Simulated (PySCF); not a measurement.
AlHF2, SMILES [F][AlH][F]. Atoms are numbered in the order given.

```xyz
4

Al     0.0000     0.0000     0.4283
H      0.0000     0.0000     1.9817
F      0.0000    -1.4088    -0.4194
F      0.0000     1.4088    -0.4194
```
Charge 0, spin multiplicity 1.

The structure is a stationary point at B3LYP-D3(BJ)/def2-TZVP.

The numbers are results of PySCF with HF/pcSseg-2, not measurements.

GIAO shieldings, no solvent; atoms alike by connectivity are averaged. δ = σ(ref) − σ: ¹H against TMS (σ = 31.98 ppm); ¹⁹F against CFCl3 (σ = 237.3 ppm), references at their B3LYP-D3(BJ)/def2-TZVP geometries, non-relativistic.

| nucleus | atoms | count | δ (ppm) |
|---|---|---|---|
| ¹H | H2 | 1 | 4.42 |
| ¹⁹F | F3, F4 | 2 | -138.2 |
